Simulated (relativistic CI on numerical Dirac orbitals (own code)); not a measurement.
Level scheme of V

These numbers are calculated, not measured: Dirac-Coulomb-Breit CI, separate exchange-only KLI orbitals for each configuration, QED by a radiative potential, valence Slater integrals scaled by 0.85, P86 correlation energy added to each configuration (own radial code, finite nucleus).

CI space (outside the closed core [Ar]): 3d3.4s2, 3d4.4s, 3d4.4p, 3d3.4s.4p, 3d5, 3d3.4s.4d, 3d4.4d, 3d3.4s.5s, 3d2.4s2.4p, 3d4.5s, 3d3.4s.6s, 3d3.4s.5p, 3d3.4s.4f, 3d3.4s.6p, 3d3.4s.5d, 3d4.5p, 3d3.4s.7s, 3d3.4s.5g, 3d3.4s.5f, 3d3.4s.7p, 3d3.4s.6d, 3d3.4s.7d, 3d2.4s2.6s, 3d2.4s2.4f, 3d2.4s2.6p, 3d2.4s2.5d, 3d2.4s2.7s, 3d2.4s2.5g, 3d2.4s2.5f, 3d2.4s2.7p, 3d2.4s2.6d, 3d3.4p.4d, 3d2.4s2.7d, 3d3.4p2, 3d2.4p3, 3d3.4d2, 3d2.4p.4d2, 3d2.4s.4p2, 3d2.4p2.4d, 3d2.4p2.5s, 3d.4s.4p3, 3d2.4p2.6s. Double excitations out of closed p, d and f shells are left out; levels of such configurations are missing from the list, as are those of other unlisted configurations, and high levels can miss mixing partners. These lack a partner that the ground configuration has and come out too high: 3d2.4s2.4f, 3d2.4s2.6p, 3d2.4s2.5d, 3d2.4s2.7s, 3d2.4s2.5g.

The lowest level is 3d3.4s2 4F_3/2, with 92 % of that term; Hund's rules for 3d3.4s2 give 4F with J = 3/2, in agreement.

```tsv
No.	Configuration	Term	J	E (eV)	%	Next component (%)	Landé g
1	3d3.4s2	4F	3/2	0.0000	92	5 3d3.4p2 4F	0.399
2	3d3.4s2	4F	5/2	0.0162	92	5 3d3.4p2 4F	1.028
3	3d3.4s2	4F	7/2	0.0381	92	5 3d3.4p2 4F	1.238
4	3d3.4s2	4F	9/2	0.0655	92	5 3d3.4p2 4F	1.334
5	3d4.4s	6D	1/2	0.5504	96	2 3d3.4s.4d 6D	3.338
6	3d4.4s	6D	3/2	0.5542	96	2 3d3.4s.4d 6D	1.868
7	3d4.4s	6D	5/2	0.5605	96	2 3d3.4s.4d 6D	1.658
8	3d4.4s	6D	7/2	0.5691	96	2 3d3.4s.4d 6D	1.588
9	3d4.4s	6D	9/2	0.5798	96	2 3d3.4s.4d 6D	1.557
10	3d3.4s2	4P	1/2	1.3244	87	6 3d4.4s 4P	2.666
11	3d3.4s2	4P	3/2	1.3343	86	6 3d4.4s 4P	1.733
12	3d3.4s2	4P	5/2	1.3549	87	6 3d4.4s 4P	1.601
13	3d3.4s2	2G	7/2	1.3980	92	5 3d3.4p2 2G	0.888
14	3d3.4s2	2G	9/2	1.4221	91	5 3d3.4p2 2G	1.110
15	3d4.4s	4D	1/2	1.4263	89	4 3d3.4p2 4D	-0.002
16	3d4.4s	4D	3/2	1.4325	89	4 3d3.4p2 4D	1.200
17	3d4.4s	4D	5/2	1.4427	89	4 3d3.4p2 4D	1.372
18	3d4.4s	4D	7/2	1.4563	89	4 3d3.4p2 4D	1.429
19	3d3.4s.4p	6G°	3/2	1.6940	99	1 3d3.4s.5p 6G°	-0.002
20	3d3.4s.4p	6G°	5/2	1.7040	99	1 3d3.4s.5p 6G°	0.857
21	3d3.4s.4p	6G°	7/2	1.7179	99	1 3d3.4s.5p 6G°	1.143
22	3d3.4s.4p	6G°	9/2	1.7356	99	1 3d3.4s.5p 6G°	1.273
23	3d3.4s.4p	6G°	11/2	1.7571	99	1 3d3.4s.5p 6G°	1.343
24	3d3.4s.4p	6G°	13/2	1.7821	99	1 3d3.4s.5p 6G°	1.385
25	3d3.4s2	2P	1/2	1.8436	89	5 3d3.4p2 2P	0.670
26	3d3.4s2	2P	3/2	1.8524	81	8 2D	1.286
27	3d3.4s2	2H	9/2	1.8694	91	5 3d3.4p2 2H	0.910
28	3d3.4s2	2H	11/2	1.8879	91	5 3d3.4p2 2H	1.091
29	3d3.4s.4p	6F°	1/2	1.9085	97	2 3d4.4p 6F°	-0.666
30	3d3.4s.4p	6F°	3/2	1.9143	97	2 3d4.4p 6F°	1.069
31	3d3.4s.4p	6F°	5/2	1.9237	97	2 3d4.4p 6F°	1.316
32	3d3.4s.4p	6D°	1/2	1.9251	95	4 3d4.4p 6D°	3.334
33	3d3.4s.4p	6D°	3/2	1.9304	95	4 3d4.4p 6D°	1.865
34	3d3.4s.4p	6F°	7/2	1.9368	97	2 3d4.4p 6F°	1.398
35	3d3.4s.4p	6D°	5/2	1.9393	95	4 3d4.4p 6D°	1.656
36	3d3.4s.4p	6D°	7/2	1.9518	95	4 3d4.4p 6D°	1.587
37	3d3.4s.4p	6F°	9/2	1.9534	97	2 3d4.4p 6F°	1.435
38	3d3.4s.4p	6D°	9/2	1.9678	95	4 3d4.4p 6D°	1.556
39	3d3.4s.4p	6F°	11/2	1.9731	97	2 3d4.4p 6F°	1.455
40	3d3.4s2	2D	3/2	1.9811	82	8 2P	0.849
41	3d3.4s2	2D	5/2	1.9960	90	5 3d3.4p2 2D	1.200
42	3d4.4s	4H	7/2	2.2972	96	2 3d3.4p2 4H	0.666
43	3d4.4s	4H	9/2	2.3008	96	2 3d3.4p2 4H	0.970
44	3d4.4s	4H	11/2	2.3052	96	2 3d3.4p2 4H	1.133
45	3d4.4s	4H	13/2	2.3104	96	2 3d3.4p2 4H	1.231
46	3d3.4s.4p	4D°	1/2	2.3352	94	2 3d4.4p 4D°	-0.003
47	3d3.4s.4p	4D°	3/2	2.3444	94	2 3d4.4p 4D°	1.200
48	3d3.4s.4p	4D°	5/2	2.3603	94	2 3d4.4p 4D°	1.372
49	3d3.4s.4p	4D°	7/2	2.3833	94	2 3d4.4p 4D°	1.429
50	3d4.4s	4P	1/2	2.4418	89	5 3d3.4s2 4P	2.669
51	3d4.4s	4P	3/2	2.4610	89	5 3d3.4s2 4P	1.734
52	3d4.4s	4P	5/2	2.4917	89	5 3d3.4s2 4P	1.601
53	3d4.4s	4F	3/2	2.5002	95	1 3d3.4p2 4F	0.399
54	3d4.4s	4F	5/2	2.5024	95	1 3d3.4p2 4F	1.026
55	3d3.4s.4p	4G°	5/2	2.5049	96	2 3d4.4p 4G°	0.571
56	3d4.4s	4F	7/2	2.5056	94	1 3d3.4p2 4F	1.236
57	3d4.4s	4F	9/2	2.5098	94	1 3d3.4p2 4F	1.332
58	3d3.4s.4p	4G°	7/2	2.5194	96	2 3d4.4p 4G°	0.984
59	3d3.4s.4p	4G°	9/2	2.5382	96	2 3d4.4p 4G°	1.172
60	3d3.4s.4p	4G°	11/2	2.5611	96	2 3d4.4p 4G°	1.273
61	3d3.4s.4p	4F°	3/2	2.6311	94	3 3d2.4s2.4p 4F°	0.404
62	3d3.4s.4p	4F°	5/2	2.6434	94	3 3d2.4s2.4p 4F°	1.029
63	3d3.4s.4p	4F°	7/2	2.6597	95	2 3d2.4s2.4p 4F°	1.238
64	3d4.4s	4G	5/2	2.6700	95	2 3d3.4p2 4G	0.573
65	3d4.4s	4G	7/2	2.6756	94	2 3d3.4p2 4G	0.986
66	3d3.4s.4p	4F°	9/2	2.6796	95	2 3d2.4s2.4p 4F°	1.334
67	3d4.4s	4G	9/2	2.6817	94	2 3d3.4p2 4G	1.173
68	3d4.4s	4G	11/2	2.6879	95	2 3d3.4p2 4G	1.273
69	3d3.4s.4p	2D°	3/2	2.7682	92	2 3d4.4p 2D°	0.795
70	3d3.4s.4p	2D°	5/2	2.8086	93	2 3d4.4p 2D°	1.199
```

Energies count from the lowest computed level; ° marks odd parity.

The mean weight of the leading LS term, summed over parents, in these 70 levels is 94 %, and that of the leading jj configuration (from the same eigenvectors) 41 %, so LS coupling describes them better.

For a near-neutral ion this model can misplace configurations by up to about 10,000 cm⁻¹ (more where the count of f electrons changes) and terms by 10 to 25 % of their spread. Rates follow the energies as ν³ (E1, M1) or ν⁵ (E2), so they and the lifetimes can be off by large factors. The fine structure of a lone outer electron comes out too small, for d and f at times inverted, and misplaced configurations move strength between like terms. 43 of the 51 excited levels that our extract of the measured tables holds in this range could be paired (the sources list more); they are missed by 2024 cm⁻¹ on average and 4638 at most, and levels without a partner can miss by more.

Landé's interval rule says that E(J) − E(J−1) = AJ with one A. For the ground term the intervals give A = 52.1, 50.7, 48.9 cm⁻¹ for J = 5/2, 7/2, 9/2; the multiplet is regular.
